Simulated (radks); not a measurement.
Coherent X-ray form factor from a spherical all-electron density. All-electron calculation, non-relativistic Kohn-Sham, SCAN, spin-polarised, spherical densities, point nucleus; meta-GGA in the generalised Kohn-Sham scheme. Program: a radial shooting solver on a logarithmic mesh with Libxc functionals.

sin(theta)/lambda (1/angstrom)  f0 (electrons)
0.05                                    21.702
0.1                                     20.861
0.15                                    19.611
0.2                                     18.119
0.25                                    16.539
0.3                                     14.990
0.4                                     12.261
0.5                                     10.195
0.6                                      8.751
0.8                                      7.092
1                                        6.139
1.25                                     5.141
1.5                                      4.189
2                                        2.695

The species is in the configuration that NIST lists as its ground one. Which atom or ion scatters so?

Answer. The chromium ion Cr2+, [Ar] 3d4. Extrapolating in s^2 from the first two rows gives f0(0) = 22.0, near the electron count 22; among species with that count, the fall with angle is slower the higher Z, and the table is that of Z = 24; from so few rows the species is fixed only to a neighbour or two.
